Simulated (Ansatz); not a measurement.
Ansatz (a quantum-chemistry and plane-wave program) input (B3LYP/def2-SVP):

Ansatz 0.2 input:
```yaml
crystal:
  periodic: [false, false, false]
  atoms:
    - {symbol: N, position_ang: [-1.19239900, 2.09739400, 0.83419700]}
    - {symbol: Si, position_ang: [-0.65248300, 0.47416700, 0.84480400]}
    - {symbol: N, position_ang: [0.24086700, -0.07664700, -0.52089800]}
    - {symbol: Si, position_ang: [1.12549600, -1.45650000, -1.03691800]}
    - {symbol: H, position_ang: [-1.87055400, 2.41781700, 0.16053000]}
    - {symbol: H, position_ang: [-0.57272200, 2.84343900, 1.10827300]}
    - {symbol: H, position_ang: [0.18758000, 0.32937700, 2.05877700]}
    - {symbol: H, position_ang: [-1.84191500, -0.41514200, 0.87282200]}
    - {symbol: H, position_ang: [2.38914300, -0.99576000, -1.66235300]}
    - {symbol: H, position_ang: [1.45988800, -2.44450100, 0.02185600]}
    - {symbol: H, position_ang: [0.28712000, -2.12778700, -2.06339900]}
basis:
  gaussian:
    orbitals: def2-SVP
hamiltonian:
  xc: {name: B3LYP}
magnetization: {spin_polarized: true, initial_magnetization: 1}
output: {forces: true}
```

Output:

```
Functional definition: B3LYP
integrals: 0.05 GiB planned
975 factors; integrals over basis functions are off by at most 1.1e-3 eV
mean field: 0.60 GiB planned
mean field evaluation 1: about -18832.2299 eV, gradient 5.0e1 eV
mean field evaluation 2: about -18811.3712 eV, gradient 7.9e1 eV
mean field evaluation 4: about -18842.4934 eV, gradient 7.5e0 eV
mean field evaluation 8: about -18842.8100 eV, gradient 1.1e-1 eV
mean field evaluation 16: about -18842.8103 eV, gradient 4.1e-3 eV
mean field evaluation 32: about -18842.7005 eV, gradient 1.2e0 eV
mean field -18842.81027644 eV, -692.4605055437 hartree, gradient 9.0e-6 eV, S^2 0.754141; 2 other end points of the search recorded, 0 dependent functions left out
the calculation of the forces begins
reference -18842.81057254 eV, -692.4605164250 hartree; 25, 24 occupied and 74, 75 virtual orbitals, 975 factors
Total energy: -18842.81057254 eV, -692.4605164250 hartree
Atom 0 at    -1.192399     2.097394     0.834197 Å, force    -0.112230     0.000691     0.155924 eV/Å
Atom 1 at    -0.652483     0.474167     0.844804 Å, force    -0.103818     0.016547     0.185081 eV/Å
Atom 2 at     0.240867    -0.076647    -0.520898 Å, force     0.031007     0.144075    -0.218137 eV/Å
Atom 3 at     1.125496    -1.456500    -1.036918 Å, force     0.112299    -0.112197    -0.067653 eV/Å
Atom 4 at    -1.870554     2.417817     0.160530 Å, force    -0.226877     0.116354    -0.230813 eV/Å
Atom 5 at    -0.572722     2.843439     1.108273 Å, force     0.211062     0.259507     0.083430 eV/Å
Atom 6 at     0.187580     0.329377     2.058777 Å, force     0.102686    -0.032880     0.188968 eV/Å
Atom 7 at    -1.841915    -0.415142     0.872822 Å, force    -0.169662    -0.134122     0.026288 eV/Å
Atom 8 at     2.389143    -0.995760    -1.662353 Å, force     0.172025     0.023012    -0.101803 eV/Å
Atom 9 at     1.459888    -2.444501     0.021856 Å, force     0.066731    -0.168624     0.126040 eV/Å
Atom 10 at     0.287120    -2.127787    -2.063399 Å, force    -0.083221    -0.112364    -0.147326 eV/Å
Dipole moment:    -0.028698     0.213488     0.003981 e Å
```

The geometry given is a B3LYP-D3(BJ)/def2-TZVP minimum.
